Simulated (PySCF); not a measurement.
## Polarisability and C₆ of Be²⁺ (beryllium, charge +2)

1s2, closed-shell 1S. All numbers are calculated (PySCF 2.14, the non-relativistic Hamiltonian (point nucleus), in def2-QZVPPD (7s4p2d1f, 36 functions)). Coupled (time-dependent) response in atomic units; α is the mean over directions.

```csv
method,mean α (bohr³),C₆ (like pair),S(−4)
UHF,0.03988,0.006924,0.001487
PBE,0.04370,0.007746,0.001873
PBE0,0.04258,0.007502,0.001755
```

S(−4) is the Cauchy moment in α(ω) = α(0) + S(−4) ω² + …

α(iu) at UHF:

| u (hartree) | α(iu) (bohr³) |
| --- | --- |
| 0 | 0.03988 |
| 0.0500 | 0.03988 |
| 0.100 | 0.03987 |
| 0.200 | 0.03982 |
| 0.300 | 0.03975 |
| 0.500 | 0.03952 |
| 0.750 | 0.03907 |
| 1.00 | 0.03846 |
| 1.50 | 0.03684 |
| 2.00 | 0.03483 |
| 3.00 | 0.03029 |
| 5.00 | 0.02201 |

For an ion, C₆ is the dispersion term alone; charge-induced terms of lower order in 1/R come first.
